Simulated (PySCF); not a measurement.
Potential energy of NaSb⁺ along the bond

Set-up: Na cc-pVDZ, Sb cc-pVDZ-PP with ECP28; scalar-relativistic core potentials (PySCF 2.14). Energies in eV from Na⁺ + Sb in their ground configurations at the same level. State: ⁴Σ⁻ (quartet), unpaired electrons σ ↑, π ↑↑.

| R (Å) | r²SCAN | UHF-SCS-MP2 |
| --- | --- | --- |
| 2.890 | -0.1644 | -0.1040 |
| 3.025 | -0.2434 | -0.1978 |
| 3.159 | -0.2864 | -0.2510 |
| 3.260 | -0.3019 | -0.2719 |
| 3.361 | -0.3071 | -0.2811 |
| 3.462 | -0.3045 | -0.2814 |
| 3.596 | -0.2929 | -0.2725 |
| 3.764 | -0.2699 | -0.2518 |
| 3.966 | -0.2365 | -0.2203 |
| 4.235 | -0.1901 | -0.1768 |

Put a parabola through the three lowest points of the r²SCAN curve and estimate Re, k and ωe (reduced mass 19.32 u; 1 eV/Å² = 0.16022 mdyn/Å; ωe = 1302.8·√(k/μ) cm⁻¹).

Through R = 3.26, 3.361, 3.462 Å the second-order coefficient is 0.382 eV/Å², so Re ≈ 3.378 Å, k ≈ 0.123 mdyn/Å and ωe ≈ 104 cm⁻¹. A polynomial fit of higher order to the unrounded r²SCAN energies gives Re = 3.373 Å, k = 0.115 mdyn/Å, ωe = 101 cm⁻¹; anharmonicity and rounding make the difference.

The higher-order fit for each curve: r²SCAN: Re = 3.373 Å, ωe = 101 cm⁻¹, De = 0.307 eV; UHF-SCS-MP2: Re = 3.415 Å, ωe = 101 cm⁻¹, De = 0.282 eV.

Correlated steps freeze 5 core orbitals. The bond is weak. Basis-set superposition, not corrected here, can be much of De in a small basis, most of all at correlated wavefunction levels. Spin–orbit coupling is left out, which matters for elements this heavy, above all for dissociation energies. For an ion De counts to the pair picked by the measured ionisation energies or electron affinities, which need not be the lowest pair at this level. The state was picked by a PBE0 search and need not be the measured ground state.
